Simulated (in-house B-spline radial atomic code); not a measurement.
A calculation on Rh: its settings, and results tabulated from the run. Computed with a radial B-spline atomic code at the basis-set limit: scalar-relativistic (X2C) BP86, spin-polarised, spherical fractional occupations, Fermi nucleus of rms radius 4.4945 fm.

Command:
```bash
python run_scf.py task.json out
```
Settings (nuclear radius in fm, mass in u):
```
Z                45
configuration    [Kr] 4d8 5s1
hamiltonian      x2c
method           b88,p86
spin_polarised   True
nucleus          fermi
rms_radius       4.4945
atomic_mass      102.90549
speed_of_light   137.035999084
```

Output (hartree, bohr):
```
 radial grid: 77 intervals, B-splines of order 8, outer radius 50 bohr

 iter        energy (Eh)    residual
    1       -4781.286819    4.37e-01
    2       -4780.400091    2.87e-01
    3       -4784.209352    3.50e-02
    4       -4784.238791    1.11e-02
    5       -4784.240912    6.70e-03
    6       -4784.240457    7.51e-03
    7       -4784.243571    1.28e-03
    8       -4784.243663    5.89e-05
    9       -4784.243663    3.47e-06
   10       -4784.243663    1.37e-07

 total energy                     -4784.24366
 kinetic                            4987.8887
 electron-nucleus                 -11582.9407
 Hartree                            1951.3509
 exchange-correlation               -140.5425

 orbital      occ     eigenvalue          <r>       <r^2>       <1/r>       r_max
 1s up      1.000      -845.4594    0.0320971  0.00140236     48.8165     0.02055
 1s down    1.000      -845.4588     0.032097  0.00140236     48.8165     0.02055
 2s up      1.000      -122.5890     0.141479   0.0236597     10.9814      0.1197
 2s down    1.000      -122.5785     0.141475   0.0236584     10.9819      0.1197
 2p up      3.000      -109.9073     0.123475   0.0186374     10.3565      0.0955
 2p down    3.000      -109.8992      0.12347   0.0186359     10.3569      0.0955
 3s up      1.000       -21.9123     0.390528    0.174696     3.77825      0.3516
 3s down    1.000       -21.9064     0.390508    0.174665     3.77805      0.3516
 3p up      3.000       -17.7383      0.39035    0.177195     3.54711      0.3447
 3p down    3.000       -17.7317     0.390313    0.177141     3.54701      0.3447
 3d up      5.000       -11.0455     0.370479    0.164098     3.30701      0.2914
 3d down    5.000       -11.0356     0.370424    0.164013     3.30701      0.2914
 4s up      1.000        -3.0507      0.98082     1.09112     1.41338       0.882
 4s down    1.000        -3.0051     0.979185     1.08754     1.41656      0.8808
 4p up      3.000        -1.8752      1.08264     1.34572     1.25281      0.9447
 4p down    3.000        -1.8268      1.08043     1.34031     1.25602      0.9433
 4d up      5.000        -0.2435      1.59129     3.16082    0.863662       1.148
 4d down    3.000        -0.1906      1.59992      3.2234    0.863565       1.145
 5s up      1.000        -0.1808      3.20745      11.864    0.399152       2.626
```

Time taken, with all properties: 0.39 s on 1 thread of Arm Neoverse V1, with other jobs on the host.

One-electron X2C: radii and densities carry no picture-change correction, so inner-shell <1/r> comes out high (for 1s by about 2 % at Z = 33, 5 % at 54, 10 % at 75, 30 % at 118) and <r> low.
